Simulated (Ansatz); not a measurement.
Isolated molecules relaxed with PBE0-D4/def2-TZVP in Ansatz; ΔE leaves out vibrations. CBS: MP2 limit from def2 TZ/QZ plus the TZ coupled-cluster correction, frozen cores. This one scheme is used for every species, atoms too. DFT in def2-TZVPP. Open shells (•) are unrestricted, without spin–orbit coupling. Spin–orbit coupling would lower the free atoms: a little for O, Si; strongly for Sn. def2 core potentials past Kr. Bonds to Sn are less sure, by a few kJ/mol each and by 10 to 20 or more in all where they break to atoms, as the def2 sets lack core-valence functions.

`[SiH3][O][SnH3]` → 6 H• + O• + Si• + Sn•  (atomization)

```tsv
species	revPBE-D4 energy (Eh)
`[SiH3][O][SnH3]`	-582.66232
H•	-0.50412
O•	-75.07119
Si•	-289.31540
Sn•	-214.30325
```

Work out ΔE.

ΔE = 6 × (-0.50412) + (-75.07119) + (-289.31540) + (-214.30325) − (-582.66232) = 0.94776 Eh = +2488.3 kJ/mol. CCSD(T)/CBS gives +2608.0 kJ/mol.

Largest T1 diagnostic among the species: 0.013.

Leaving LDA and LC-ωPBE aside and taking each functional with its dispersion term where it has one, the values, not all of them listed here, spread over 130.8 kJ/mol, from revPBE-D4 to B97M-V. LDA lies +357.6 kJ/mol from PBE without D4, its usual overbinding. From BLYP to BHLYP (50 % exact exchange), in def2-TZVPP and without D4, ΔE moves by −5.8 kJ/mol: exact exchange takes away binding that semilocal exchange gives to molecules.

For atomizations the MP2-based limit and the directly extrapolated one differ by several kJ/mol either way, and by 10 to 25 for some Ge, Se and Sn compounds, so smaller differences from it don't rank the levels.
